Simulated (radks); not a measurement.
Results of a calculation; reference values are marked as such.
K III, 17 electrons, occupied as [Ne] 3s2 3p5 (the NIST ground configuration).

Code: a radial shooting solver on a logarithmic mesh with Libxc functionals. Model: non-relativistic Kohn-Sham, PBE, spin-polarised, spherical densities, point nucleus; open shells are filled with parallel spins first; hard spherical wall at 8 bohr.

Energy parts (eV):
part                      energy
total                 -16282.865
kinetic                16266.505
electron-nucleus      -38272.833
Hartree                 6610.138
exchange-correlation    -886.674

Orbitals (lengths in bohr, moments of r in powers of bohr):
\begin{tabular}{lrrrr}
orbital & occ. & eigenvalue (eV) & <r^4> & <r^2> \\ \hline
1s up & 1 & -3528.951 & 0.0002049 & 0.008932 \\
1s down & 1 & -3528.697 & 0.0002048 & 0.008931 \\
2s up & 1 & -373.8708 & 0.05774 & 0.1801 \\
2s down & 1 & -373.6547 & 0.05761 & 0.1800 \\
2p up & 3 & -303.4343 & 0.04890 & 0.1527 \\
2p down & 3 & -303.1174 & 0.04878 & 0.1527 \\
3s up & 1 & -56.5653 & 4.991 & 1.762 \\
3s down & 1 & -55.2742 & 5.091 & 1.775 \\
3p up & 3 & -39.7791 & 7.854 & 2.139 \\
3p down & 2 & -38.5623 & 8.151 & 2.171 \\
3d up & 0 & -15.8869 & 35.60 & 4.138 \\
3d down & 0 & -14.9910 & 40.64 & 4.409 \\
4s up & 0 & -13.9507 & 211.2 & 12.20 \\
4s down & 0 & -13.6553 & 219.0 & 12.44 \\
4p up & 0 & -10.2612 & 326.9 & 15.40 \\
4p down & 0 & -10.0188 & 338.5 & 15.70 \\
\end{tabular}

The highest occupied level is 3p down at -38.562 eV. The spin density at the nucleus is -0.0287 e/bohr^3 (1s -0.1858, 2s 0.0740, 3s 0.0831), a Fermi contact field of -1.5 T. The pressure on the wall is 0.00000947 GPa.
